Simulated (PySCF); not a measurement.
C2H5BrCd, SMILES [CH2](C)[Cd][Br].

The structure is a stationary point at B3LYP-D3(BJ)/def2-SVP. The structure was generated by enumeration; whether it is a known compound was not checked. The def2 effective core potentials stand for the cores of Cd; spin–orbit coupling is left out. One conformer was computed; it need not be the lowest.

Method: PBE0/def2-TZVP in PySCF.

Symmetry labels are those of the subgroup Cs that the program uses (full group Cs).

Computed valence orbital energies around the gap with their symmetry:
| orbital | symmetry | energy (eV) |
|---|---|---|
| HOMO−7 | A" | -12.49 |
| HOMO−6 | A' | -11.81 |
| HOMO−5 | A' | -10.74 |
| HOMO−4 | A" | -9.99 |
| HOMO−3 | A' | -9.36 |
| HOMO−2 | A' | -7.79 |
| HOMO−1 | A" | -7.79 |
| HOMO | A' | -7.59 |
| LUMO | A' | -1.03 |
| LUMO+1 | A' | -0.49 |
| LUMO+2 | A" | -0.42 |
| LUMO+3 | A' | 1.34 |
